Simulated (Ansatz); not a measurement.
`O[SiH](O)C[SiH](F)F` + HBr → `O[SiH](O)Br` + `C[SiH](F)F`  (ligand exchange at the Si–C bond)

Calculated with Ansatz (gas phase, PBE0-D4/def2-TZVP geometries, no zero-point term in ΔE). CCSD(T)/CBS is the MP2 limit (def2-TZVPP, def2-QZVPP) plus CCSD(T) − MP2 in def2-TZVPP, frozen cores. For Br outer-core shells are correlated without core-valence functions, which leaves a few kJ/mol of doubt a bond. Scalar relativity is left out up to krypton. Each species was taken in one conformer, which may not be the lowest.

`O[SiH](O)C[SiH](F)F`:

Z-matrix (Å, degrees):
```
Si
O 1 1.637
C 1 1.882 2 108.9
O 1 1.637 2 114.8 3 122.4
H 1 1.474 2 105.8 3 -121.4
H 2 0.959 1 118.7 3 -42.3
Si 3 1.831 1 113.5 2 62.9
H 3 1.096 1 108.9 2 -175.6
H 3 1.096 1 108.9 2 -58.5
H 4 0.959 1 118.8 2 -80.1
F 7 1.599 3 108.7 1 57.1
F 7 1.599 3 108.7 1 -57.2
H 7 1.475 3 118.2 1 180.0
```

HBr:

Cartesian coordinates in Å:
```
Br -0.136 -0.209 -0.665
H 0.136 0.209 0.665
```

`O[SiH](O)Br`:

Cartesian coordinates in Å:
```
O 1.098 -1.080 0.398
Si 0.284 0.259 -0.019
O -1.107 0.346 0.826
Br -0.248 0.267 -2.185
H 0.645 -1.925 0.353
H 1.194 1.386 0.227
H -1.867 0.747 0.401
```

`C[SiH](F)F`:

Cartesian coordinates in Å:
```
C 0.847 0.008 0.509
Si -0.705 0.011 -0.478
F -1.791 0.935 0.227
F -1.315 -1.458 -0.529
H 0.660 -0.351 1.523
H 1.263 1.016 0.572
H 1.595 -0.641 0.046
H -0.555 0.481 -1.870
```

| species | CCSD(T)/CBS(def2) energy (Eh) |
| --- | --- |
| `O[SiH](O)C[SiH](F)F` | -970.03063 |
| HBr | -2573.91920 |
| `O[SiH](O)Br` | -3014.70788 |
| `C[SiH](F)F` | -529.27654 |

**Question.** Work out ΔE.

**Answer.** ΔE = (-3014.70788) + (-529.27654) − (-970.03063) − (-2573.91920) = -0.03459 Eh = -21.7 kcal/mol.

Largest T1 diagnostic among the species: 0.012.

The D4 term adds +2.3 kcal/mol with B3LYP and +1.4 kcal/mol with PBE0; it sums over pairs of atoms, weighted by their polarisabilities, and B3LYP, whose exchange is more repulsive, gets the larger term. In def2-TZVPP, CCSD(T) changes the Hartree–Fock value by +5.4 kcal/mol (the triples alone add +0.6 kcal/mol) and MP2 by +4.0 kcal/mol.

B3LYP here is the variant with VWN-RPA as its local correlation; programs differ in this.
